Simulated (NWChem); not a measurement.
System: C2H4Cl2; SMILES ClC(C)Cl

Excerpt of the output:

```
             Northwest Computational Chemistry Package (NWChem) 7.3.0
             --------------------------------------------------------

 CS  symmetry detected

                             Geometry "geometry" -> ""
                             -------------------------

 Output coordinates in angstroms (scale by  1.889725989 to convert to a.u.)

  No.       Tag          Charge          X              Y              Z
 ---- ---------------- ---------- -------------- -------------- --------------
    1 C                    6.0000    -1.72412124    -0.16077128     0.00000000
    2 C                    6.0000    -0.33526645     0.42317554     0.00000000
    3 Cl                  17.0000     0.55611946    -0.06410505     1.46699100
    4 Cl                  17.0000     0.55611946    -0.06410505    -1.46699100
    5 H                    1.0000    -1.67367633    -1.25850969     0.00000000
    6 H                    1.0000    -2.26815515     0.17189278     0.89600200
    7 H                    1.0000    -2.26815515     0.17189278    -0.89600200
    8 H                    1.0000    -0.34174872     1.51987033     0.00000000

 Effective nuclear repulsion energy (a.u.)     208.9369597150

      Symmetry information
      --------------------

 Group name             Cs
 Group number              2
 Group order               2
 No. of unique centers     6

                                 NWChem DFT Module
                                 -----------------

 Summary of "ao basis" -> "ao basis" (spherical)
 ------------------------------------------------------------------------------
       Tag                 Description            Shells   Functions and Types
 ---------------- ------------------------------  ------  ---------------------
 C                         def2-tzvpd               13       37   6s3p3d1f
 Cl                        def2-tzvpd               16       46   6s6p3d1f
 H                         def2-tzvpd                5        9   3s2p

      Symmetry analysis of basis
      --------------------------

        a'        119
        a"         83

            General Information
            -------------------
          SCF calculation type: DFT
          Wavefunction type:  closed shell.
          No. of atoms     :     8
          No. of electrons :    50
           Alpha electrons :    25
            Beta electrons :    25
          Charge           :     0
          Spin multiplicity:     1
          Use of symmetry is: on ; symmetry adaption is: on
          Maximum number of iterations: 150
          AO basis - number of functions:   202
                     number of shells:    78
          Convergence on energy requested:  1.00D-06
          Convergence on density requested:  1.00D-05
          Convergence on gradient requested:  5.00D-04

              XC Information
              --------------
                    Becke 1988 Exchange Functional  1.000
              Lee-Yang-Parr Correlation Functional  1.000

             Grid Information
             ----------------
          Grid used for XC integration:  medium
          Radial quadrature: Mura-Knowles
          Angular quadrature: Lebedev.
          Tag              B.-S. Rad. Rad. Pts. Rad. Cut. Ang. Pts.
          ---              ---------- --------- --------- ---------
          C                   0.70       49          12.0       434
          Cl                  1.00       88          13.0       590
          H                   0.35       45          13.0       434
          Grid pruning is: on
          Number of quadrature shells:   321
          Spatial weights used:  Erf1

      Superposition of Atomic Density Guess
      -------------------------------------

 Sum of atomic energies:        -996.29771202

      Non-variational initial energy
      ------------------------------

 Total energy =    -997.991620
 1-e energy   =   -1788.794048
 2-e energy   =     581.865468
 HOMO         =      -0.361282
 LUMO         =       0.025357

      Symmetry analysis of molecular orbitals - initial
      -------------------------------------------------

  Numbering of irreducible representations:

     1 a'          2 a"

  Orbital symmetries:

     1 a'          2 a"          3 a'          4 a'          5 a'
     6 a"          7 a'          8 a"          9 a'         10 a'
    11 a"         12 a"         13 a'         14 a'         15 a"
    16 a'         17 a'         18 a"         19 a'         20 a"
    21 a'         22 a"         23 a'         24 a"         25 a'
    26 a'         27 a'         28 a"         29 a'         30 a'
    31 a"         32 a'         33 a"         34 a"         35 a'

------------------------------------------------------------
EAF file 0: "./job.aoints.0" size=648019968 bytes
------------------------------------------------------------
               write      read    awrite     aread      wait
               -----      ----    ------     -----      ----
     calls:     1236         0         0         0         0
   data(b): 6.48e+08  0.00e+00  0.00e+00  0.00e+00
   time(s): 0.00e+00  0.00e+00  0.00e+00  0.00e+00  0.00e+00
rate(mb/s): 0.00e+00  0.00e+00
------------------------------------------------------------

     ---------------------------------------------
      Total Density - Mulliken Population Analysis
     ---------------------------------------------

    Atom       Charge   Shell Charges
 -----------   ------   -------------------------------------------------------
    1 C    6     6.82   0.86  1.12  0.56  0.68  0.15 -0.01  1.27  1.39  0.73  0.01  0.03  0.02  0.00
    2 C    6     5.16   0.85  1.12  0.51  0.67 -0.16  0.02  0.90  1.12  0.09  0.02  0.15 -0.16  0.01
    3 Cl  17    17.43   2.01  0.45  1.52  1.10  0.89  0.03  4.19  1.69  1.11  2.88  1.50  0.03  0.01  0.03  0.01  0.00
    4 Cl  17    17.43   2.01  0.45  1.52  1.10  0.89  0.03  4.19  1.69  1.11  2.88  1.50  0.03  0.01  0.03  0.01  0.00
    5 H    1     0.78   0.24  0.44  0.05  0.02  0.03
    6 H    1     0.78   0.24  0.44  0.05  0.02  0.03
    7 H    1     0.78   0.24  0.44  0.05  0.02  0.03
    8 H    1     0.81   0.25  0.46  0.06  0.02  0.03

   convergence    iter        energy       DeltaE   RMS-Dens  Diis-err
 ---------------- ----- ----------------- --------- --------- ---------
 d= 0,ls=0.0,diis     1   -998.9200945443 -1.21D+03  7.45D-03  2.18D+00
 d= 0,ls=0.0,diis     2   -998.7003678622  2.20D-01  5.99D-03  2.91D+00
 d= 0,ls=0.0,diis     3   -998.9406004274 -2.40D-01  2.23D-03  6.98D-01
 d= 0,ls=0.0,diis     4   -999.0274503956 -8.68D-02  4.53D-04  1.33D-02
 d= 0,ls=0.0,diis     5   -999.0286647035 -1.21D-03  1.74D-04  3.14D-03
  Resetting Diis
 d= 0,ls=0.0,diis     6   -999.0290214807 -3.57D-04  5.89D-05  1.40D-04
 d= 0,ls=0.0,diis     7   -999.0290386768 -1.72D-05  2.38D-05  2.72D-06
 d= 0,ls=0.0,diis     8   -999.0290384639  2.13D-07  7.72D-06  4.43D-06

         Total DFT energy =     -999.029038463858
      One electron energy =    -1791.638566487532
           Coulomb energy =      652.469999454690
    Exchange-Corr. energy =      -68.797431146036
 Nuclear repulsion energy =      208.936959715021

 Numeric. integr. density =       50.000018539830

                  Occupations of the irreducible representations
                  ----------------------------------------------

                     irrep           alpha         beta
                     --------     --------     --------
                     a'               15.0         15.0
                     a"               10.0         10.0

                       DFT Final Molecular Orbital Analysis
                       ------------------------------------

 Vector   23  Occ=2.000000D+00  E=-2.789345D-01  Symmetry=a"
              MO Center=  4.8D-01, -3.1D-02, -5.5D-14, r^2= 3.5D+00
   Bfn.  Coefficient  Atom+Function         Bfn.  Coefficient  Atom+Function
  ----- ------------  ---------------      ----- ------------  ---------------
    91      0.341916  3 Cl py               137     -0.341916  4 Cl py
    94      0.220381  3 Cl py               140     -0.220381  4 Cl py
    88      0.167789  3 Cl py               134     -0.167789  4 Cl py
    90      0.162149  3 Cl px               136     -0.162149  4 Cl px
    82     -0.135953  3 Cl py               128      0.135953  4 Cl py

 Vector   24  Occ=2.000000D+00  E=-2.635139D-01  Symmetry=a'
              MO Center=  3.4D-01,  2.9D-02,  4.2D-14, r^2= 3.5D+00
   Bfn.  Coefficient  Atom+Function         Bfn.  Coefficient  Atom+Function
  ----- ------------  ---------------      ----- ------------  ---------------
    91      0.319866  3 Cl py               137      0.319866  4 Cl py
    94      0.213894  3 Cl py               140      0.213894  4 Cl py
    88      0.157673  3 Cl py               134      0.157673  4 Cl py
    90      0.148085  3 Cl px               136      0.148085  4 Cl px
   195     -0.135034  8 H  s                 82     -0.126972  3 Cl py

 Vector   25  Occ=2.000000D+00  E=-2.623358D-01  Symmetry=a"
              MO Center=  4.7D-01, -4.3D-02,  1.9D-14, r^2= 3.6D+00
   Bfn.  Coefficient  Atom+Function         Bfn.  Coefficient  Atom+Function
  ----- ------------  ---------------      ----- ------------  ---------------
    92     -0.282777  3 Cl pz               138     -0.282777  4 Cl pz
    90      0.266043  3 Cl px               136     -0.266043  4 Cl px
    95     -0.178461  3 Cl pz               141     -0.178461  4 Cl pz
    93      0.174273  3 Cl px               139     -0.174273  4 Cl px
    89     -0.139343  3 Cl pz               135     -0.139343  4 Cl pz

[...]
```

Level: BLYP/def2-TZVPD. Coordinates come from a PBE0/def2-SVP optimisation.

Question: Which NWChem input produces such a log?

Answer: Several could match; the one computed here: the input that was run:
```
start job
memory heap 200 mb stack 900 mb global 1100 mb
geometry units angstroms noautoz
  C     -1.725529    -0.167642     0.000000
  C     -0.340902     0.426260     0.000000
  Cl     0.553959    -0.054609    -1.466991
  Cl     0.553959    -0.054609     1.466991
  H     -1.667205    -1.264990     0.000000
  H     -2.271937     0.161108    -0.896002
  H     -2.271937     0.161108     0.896002
  H     -0.355257     1.522880     0.000000
end
basis spherical
  * library def2-tzvpd
end
dft
  xc becke88 lyp
  iterations 150
  semidirect filesize 400000000
  mulliken
end
task dft energy
```
